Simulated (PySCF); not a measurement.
Orbital energies and ionisation energy

Compound: C3H8OSSi.
Cartesian coordinates in Å at the PBE0-D3(BJ)/def2-SVP level; atoms count from 1:
```xyz
14
C3H8OSSi angstrom
C     -2.5087    0.4844   -0.0378
S     -1.2435    1.2221   -1.0810
C      0.2234    0.8612   -0.1993
C      0.3540    0.2110    0.9680
O      1.5234   -0.0437    1.5996
Si     3.0708    0.3300    1.0670
H     -2.3627   -0.6021    0.0630
H     -3.4676    0.6697   -0.5401
H     -2.5330    0.9512    0.9588
H      1.1065    1.2420   -0.7249
H     -0.5017   -0.1802    1.5239
H      3.9826   -0.1989    2.1132
H      3.3368   -0.3208   -0.2511
H      3.2330    1.8078    0.9212
```

Level: B3LYP/def2-SVPD (PySCF). Frontier orbitals with their largest atomic shares (Löwdin; up to four atoms above 4 %):

| orbital | ε (eV) | main atoms |
| --- | --- | --- |
| HOMO−3 | -9.46 | S2 25 %, Si6 19 %, H14 17 %, O5 10 % |
| HOMO−2 | -8.80 | O5 27 %, S2 27 %, Si6 9 %, C1 8 % |
| HOMO−1 | -8.18 | S2 31 %, C3 27 %, O5 15 %, C4 8 % |
| HOMO | -5.63 | ? |
| LUMO | -0.11 | Si6 37 %, O5 13 %, H13 12 %, H14 11 % |
| LUMO+1 | 0.15 | S2 44 %, C1 16 %, H9 8 %, H7 8 % |
| LUMO+2 | 0.18 | C4 30 %, C3 29 %, S2 12 %, O5 9 % |

**Question.** What vertical ionisation energy does ΔSCF give, and how far is −ε(HOMO) from it?

**Answer.** ΔSCF: 7.73 eV (746 kJ/mol; threshold wavelength 160 nm); ⟨S²⟩ of the doublet left behind is 0.756, against 0.75 for a pure doublet. −ε(HOMO) is 5.63 eV, 2.10 eV below it. In exact Kohn–Sham theory the two would be equal; B3LYP (global hybrid, 20 % exact exchange) falls short of its own ΔSCF value by 27 %.

**Question.** On which atoms does the HOMO lie?

**Answer.** S2 (sulfide sulfur) 41 %, C3 (alkene CH carbon) 18 %, C4 (vinylic carbon bearing oxygen) 18 %, O5 (silyl ether oxygen) 12 %. The HOMO−1 lies 2.55 eV lower.

**Question.** What kinetic energy would electrons from this vertical process carry with 118.2 nm light (10.49 eV)?

**Answer.** 10.49 − 7.73 = 2.76 eV.

**Question.** How many of the 10 lowest singlet excitations (vertical TDDFT, same level) lie below the ionisation energy?

**Answer.** All 10; they run from 4.72 to 6.52 eV.

Isolated species at its PBE0-D3(BJ)/def2-SVP geometry (one conformer only).
